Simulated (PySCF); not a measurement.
# Stationary points of SeF4

Level of theory: PySCF, PBE, basis Se def2-TZVP, F def2-TZVP (no relativity, density fitting).

Relaxations began from a few typed shapes. The search is not exhaustive: other isomers or separated fragments can lie lower, and high-lying points may rest on an excited occupation.

Problem. Order these stationary points by electronic energy, lowest first, in kJ/mol from the lowest minimum.
A. singlet Td: Se–F 1.849 Å (×4); F–Se–F 109.5° (×6)
B. singlet C2v: Se–F 1.729 Å (×2), Se–F 1.811 Å (×2); F–Se–F 87.1° (×4), F–Se–F 100.0°, F–Se–F 171.1°

Solution. B (0.0), A (130.1).

Problem. Which of them are minima?

Solution. By energy in kJ/mol, 0.0: minimum; 130.1: saddle point, 3 imaginary modes.

Counting electrons, selenium keeps 2 of its valence electrons outside its bonds, so the VSEPR class is AX4E1 and the expected shape is see-saw (C2v), as computed.
